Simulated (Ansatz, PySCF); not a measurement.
1-bromo-1-fluoropropa-1,2-diene (C3H2BrF), SMILES C=C=C(F)Br. Atoms are numbered in the order given.

```xyz
7

C     -0.8173     2.7734     0.0000
C     -0.1385     1.6562     0.0000
C      0.5179     0.5271     0.0000
F      1.8385     0.4339     0.0000
Br    -0.3341    -1.1477     0.0000
H     -1.1130     3.2621    -0.9361
H     -1.1130     3.2621     0.9361
```
Charge 0, spin multiplicity 1.

The structure is a stationary point at PBE0-D3(BJ)/def2-SVP.

Vertical ionisation energy (IE) and electron affinity (EA) in eV. Rows of orbital energies are one-electron estimates. Where ΔSCF, EOM or ADC give a negative EA the extra electron is unbound and the value depends on the basis.

```csv
level,IE,EA
"−ε(HOMO), −ε(LUMO), CAM-B3LYP/def2-TZVP (PySCF)",8.62,0.20
"−ε(HOMO), −ε(LUMO), PBE/def2-TZVP (PySCF)",6.09,2.30
"ΔSCF, CAM-B3LYP/def2-SVPD (Ansatz), final states of multiplicity 2 and 2",9.56,-0.45
"ΔSCF, PBE/def2-SVPD (Ansatz), final states of multiplicity 2 and 2",___,___
```

**Question.** Some entries are withheld; supply them. (Estimate from the structure and the level; the computed values follow.)

**Answer.** 
- ΔSCF, PBE/def2-SVPD (Ansatz, a first-principles code), final states of multiplicity 2 and 2, IE: 9.20
- ΔSCF, PBE/def2-SVPD (Ansatz), final states of multiplicity 2 and 2, EA: -0.24

**Question.** What vertical singlet–triplet gap does ΔSCF give with CAM-B3LYP/def2-SVPD (Ansatz) and with PBE/def2-SVPD (Ansatz)? (Estimate from the structure and the level; the computed values follow.)

**Answer.** 3.96 and 3.60 eV (triplet above singlet where positive).
